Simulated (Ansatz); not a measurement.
# A geometry optimisation of AlMgNO2 with PBE0-D3(BJ)/pcseg-1

The starting geometry of this gas-phase singlet was optimised with GFN2-xTB.

| atom | x (Å) | y (Å) | z (Å) |
| --- | --- | --- | --- |
| Al | -0.9529 | -2.2093 | 1.0504 |
| Mg | 0.0750 | -0.5347 | -0.7571 |
| N | 0.9714 | -1.8796 | 1.0531 |
| O | -1.4912 | -1.0237 | 0.0759 |
| O | 1.8940 | -2.6823 | 1.0331 |

Problem. Predict what it relaxes into with PBE0-D3(BJ)/pcseg-1.

Solution. 2 bonds break, leaving `O=[N][Mg][O][Al]`. Contacts that open: Al1–Mg2 (2.67 → 3.51 Å), Al1–N3 (1.95 → 5.71 Å).

The energy falls by 1.12 eV over 27 steps:

| step | E − E(last) (eV) |
| --- | --- |
| 1 | 1.122 |
| 4 | 0.498 |
| 7 | 0.396 |
| 10 | 0.278 |
| 13 | 0.126 |
| 15 | 0.050 |
| 18 | 0.009 |
| 21 | 0.003 |
| 24 | 0.000 |
| 27 | 0.000 |

Final geometry (Å):

| atom | x (Å) | y (Å) | z (Å) |
| --- | --- | --- | --- |
| Al | -3.3404 | -1.2127 | 0.3884 |
| Mg | 0.1406 | -1.6812 | 0.5009 |
| N | 2.2491 | -2.2566 | 0.8876 |
| O | -1.6637 | -1.4355 | 0.4385 |
| O | 3.1107 | -1.7437 | 0.2400 |

Frequencies at the end are all real (lowest 29 cm⁻¹). Run with Ansatz 0.2.0, 51 s on 1 thread of Arm Neoverse V2 (shared host).
